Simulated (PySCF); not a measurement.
Compound: C7H7N2 (doublet state).
Cartesian coordinates in Å at the GFN2-xTB level; atoms count from 1:
```xyz
16
C7H7N2 angstrom
C     -2.5017    0.2204    0.0977
C     -1.0691    0.7080    0.2661
C     -0.0541   -0.3878   -0.1239
C      1.3212    0.0940   -0.0621
C      2.4686   -0.0811    0.5316
C      3.6017    0.7139    0.2396
N      4.5254    1.3515    0.0122
C     -0.1538   -1.5191    0.7818
N     -0.1623   -2.3886    1.5245
H     -3.1981    1.0022    0.3902
H     -2.6863   -0.6541    0.7186
H     -2.7009   -0.0439   -0.9393
H     -0.8927    1.0002    1.3036
H     -0.8924    1.5796   -0.3669
H     -0.2751   -0.7389   -1.1416
H      2.6620   -0.8474    1.2915
```

The hyperfine couplings belong to this conformer and change with its torsions.

Identity: `CC[C@@H](/[C]=C/C#N)C#N` [radical].

Method: UKS B3LYP, pcH-1 on C H N, non-relativistic, mean-field spin-orbit, GIAO (PySCF). Geometry: GFN2-xTB, one conformer, isolated molecule. The geometry wasn't refined by DFT: couplings that depend on bond lengths, twists or pyramidal angles can differ widely from those at the functional's own minimum. No stability test was run, so a lower SCF solution isn't excluded.

(1) Predict the first-order ENDOR lines of N9, N7, H16, H15, H13 and H14 under fast tumbling at B = 3364.4 mT (W band).

(2) Which pairs are centred on the nuclear Larmor frequency, and which on half the coupling?

(3) At what field would the lower line of H15 fall to zero frequency?

Answers

(1) ν± = |νn ± a/2|, one line for each electron-spin manifold; νn = |g_N| × 7.62259 MHz/T × B.

```
nuclei  isotope     g_N  νn (MHz)  a_iso (MHz)  lower line (MHz)  upper line (MHz)
    N9      14N  0.4038     10.35         1.56              9.58             11.13
    N7      14N  0.4038     10.35        -0.66             10.02             10.69
   H16       1H  5.5857    143.25       163.93             61.28            225.21
   H15       1H  5.5857    143.25        27.99            129.25            157.24
   H13       1H  5.5857    143.25        -1.17            142.66            143.83
   H14       1H  5.5857    143.25        -1.12            142.69            143.81
```

(2) Centred on νn, since |a| < 2νn: N9, N7, H16, H15, H13 and H14. No pair has |a| > 2νn.

(3) Where νn = |a|/2, that is B = 14.00 MHz/(5.5857 × 7.62259 MHz/T) = 329 mT, as far as first order holds there.

The Mulliken spin populations are largest on C4 (+1.03), C5 (-0.15) and H16 (+0.08). C4 is the only atom above +0.15. The positive populations add up to 1.24 and the negative ones to -0.24, together 2S = 1.

On an Arm Neoverse V1 with one thread, shared host with 64 logical CPUs at a one-minute load of 20, this took 83 s (with the writing of density and orbital grids) and 0.98 GiB of memory at its peak.
